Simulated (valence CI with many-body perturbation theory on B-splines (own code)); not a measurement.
Results of a calculation; reference values are marked as such.
Sensitivity of CI+MBPT for Pt⁶⁴⁺

Level of theory: configuration interaction combined with many-body perturbation theory (CI+MBPT): four valence electrons over a frozen Dirac-Fock core [Ne], radial functions for each j: 6 s, 6 p, 5 d, 3 f, 1 g, with the one-electron correlation potential Σ1 (screened to all orders), the two-electron term Σ2, the three-electron term Σ3, Breit, model QED; selected single and double excitations, second order for the rest, scaled by the run's own slope (own B-spline code, finite nucleus).

The last digits are not significant, and no measured levels were compared; by estimate large intervals hold to a few tenths of a per cent, small ones and those within an open d or f shell to about a per cent.

The reference run has the lowest level (3s^2 3p1/2^2) J=0 and an ionisation energy of 7514.45 eV. Its largest variational space holds 10000 state functions.

Levels are named by their leading jj configuration (3d3/2^4 stands for four electrons in 3d with j = 3/2), which in mixed levels can hold well under half, so a name can repeat and another be missing.

Changed runs:
A. QED terms on → off
B. Breit term on → off; QED terms on → off
C. correlating orbitals by l 3 3 3 2 1 → 4 4 0 0 0; size limit of the variational space 10000 → 1500
D. start configuration 3s2 3p2 → 3s2 4p2 (bad on purpose)

Excitation energies of the reference run in cm⁻¹, and shifts in cm⁻¹:

| Level | Reference | A | B | C |
| --- | --- | --- | --- | --- |
| (3s^2 3p1/2 3p3/2) J=1 | 3633010 | -3774 | +41288 | -521 |
| (3s^2 3p1/2 3p3/2) J=2 | 3712630 | -3736 | +46202 | +295 |
| (3s 3p1/2^2 3p3/2) J=2 | 5117820 | +39944 | +50205 | -500 |
| (3s 3p1/2^2 3p3/2) J=1 | 5350700 | +34004 | +48771 | +733 |
| (3s^2 3p1/2 3d3/2) J=2 | 5531320 | +5591 | +63121 | +1483 |
| (3s^2 3p1/2 3d3/2) J=1 | 5918450 | +12391 | +56681 | +3262 |
| (3s^2 3p1/2 3d5/2) J=2 | 6539070 | +3958 | +77126 | +1703 |
| (3s^2 3p1/2 3d5/2) J=3 | 6551110 | +3209 | +84825 | +2402 |
| (3s 3p1/2^2 3d3/2) J=1 | 7053280 | +49851 | +61907 | +1637 |
| (3s 3p1/2^2 3d3/2) J=2 | 7117160 | +49769 | +65555 | +2045 |
| (3s^2 3p3/2^2) J=2 | 7408290 | -6967 | +84105 | -83 |
| (3s^2 3p3/2^2) J=0 | 7583270 | -7010 | +78839 | +699 |
| Ionisation energy (eV) | 7514.45 | +0.33 | +12.67 | -0.30 |

Run D: It gave no result: the start configuration must fill the lowest shells above the core. The program said: "4p is not the lowest shell of its kind above the core".
